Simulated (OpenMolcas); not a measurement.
Mn4+ (d3) in a complex was computed by SS-CASPT2, IPEA 0.25 Eh, imaginary shift 0.1 Eh with the d shell active (OpenMolcas, ANO-RCC-VDZP on the metal). Its lowest spin-free states, and all those of the highest spin:

```
2S+1  Degeneracy  E (cm-1)
   4           1         0
   2           1     14760
   2           1     14940
   2           1     15640
   2           2     15670
   2           2     23390
   2           1     23430
   4           1     24790
   4           2     25510
   4           2     32250
   4           1     34080
   2           1     34560
   4           1     52890
   4           2     53530
```

Q: Is the site octahedral, tetrahedral or cube-like, axial, or of lower symmetry?

A: The states with 2S+1 = 4 have orbital degeneracies 1, 1, 2, 2, 1, 1, 2. There are pairs but no triples, so the site is axial: not cubic, but with a proper or improper axis of order three or more. The run had Mn4+ with 6 ligands (fluoride) in tetragonal octahedral coordination (D4h) at 1.84 Å, the axial distance 1.803 Å. A charge of +0.333 e stands 2.4 Å behind each ligand. Ligand basis ANO-RCC-VDZP.

Over all roots computed the reference weight is 0.67 to 0.69; a low but even weight reflects the number of correlated electrons. The least metal-like active orbital is 79 % on the metal (Löwdin) and no ligand orbital is active, so the numbers are rough. Ligand-to-metal charge-transfer states are missing. With no ligand orbital active B as a rule stays too high, so bands that hang on it stand too high and its fall with covalency is understated. With one d shell and no ligand orbital active, 10Dq can be off by a tenth or more. No measured value stands beside these numbers; the geometry was imposed, not optimised, and the real ion may take another.
